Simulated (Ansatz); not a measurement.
The cation of `N#Cc1cccc(C#N)c1` at the neutral geometry.

```yaml
crystal:
  periodic: [false, false, false]
  atoms:
    - {symbol: N, position_ang: [0.979439, -3.508105, -1.154948]}
    - {symbol: C, position_ang: [0.644066, -2.444359, -0.870403]}
    - {symbol: C, position_ang: [0.224836, -1.124968, -0.523103]}
    - {symbol: C, position_ang: [-0.612391, -0.413073, -1.382390]}
    - {symbol: C, position_ang: [-1.017972, 0.866096, -1.044407]}
    - {symbol: C, position_ang: [-0.597252, 1.442188, 0.141388]}
    - {symbol: C, position_ang: [0.239962, 0.729457, 0.999995]}
    - {symbol: C, position_ang: [0.674707, 1.322402, 2.223341]}
    - {symbol: N, position_ang: [1.022574, 1.804993, 3.208781]}
    - {symbol: C, position_ang: [0.654345, -0.556760, 0.671357]}
    - {symbol: H, position_ang: [-0.937646, -0.870129, -2.308444]}
    - {symbol: H, position_ang: [-1.667816, 1.419042, -1.711164]}
    - {symbol: H, position_ang: [-0.910616, 2.442518, 0.412337]}
    - {symbol: H, position_ang: [1.303756, -1.109302, 1.337639]}
basis:
  gaussian: {orbitals: def2-TZVPP}
total_charge: 1
magnetization: {spin_polarized: true, initial_magnetization: 1}
hamiltonian: {xc: pbe, dispersion: d4}
```

```sh
$ ansatz run in.yaml --threads 2 --pin off --events-out ev --progress --plain --max-ram 32768MiB --backend cuda --devices 0, --max-vram 18GiB
```

Output, abridged:

```
Functional definition: PBE
1986 factors; their error is unknown
mean field evaluation 1: about -11302.6826 eV, gradient 6.1e1 eV
mean field evaluation 2: about -11293.6957 eV, gradient 7.4e1 eV
mean field evaluation 4: about -11318.7595 eV, gradient 1.4e1 eV
mean field evaluation 8: about -11320.1033 eV, gradient 3.5e0 eV
mean field evaluation 16: about -11320.1264 eV, gradient 5.3e-1 eV
mean field evaluation 32: about -11320.1271 eV, gradient 7.1e-5 eV
mean field -11320.12714184 eV, -416.0069994048 hartree, gradient 1.5e-5 eV, S^2 0.756886; 6 other end points of the search recorded, 0 dependent functions left out
reference -11320.12718698 eV, -416.0070010637 hartree; 33, 32 occupied and 333, 334 virtual orbitals, 1986 factors
Total energy: -11320.53282532 eV, -416.0219079977 hartree
```

Hardware: 2 threads of an AMD EPYC 7R13 on a shared host and a share of an NVIDIA H100 80 GB. Wall time 18 s, peak host memory 1 GiB.
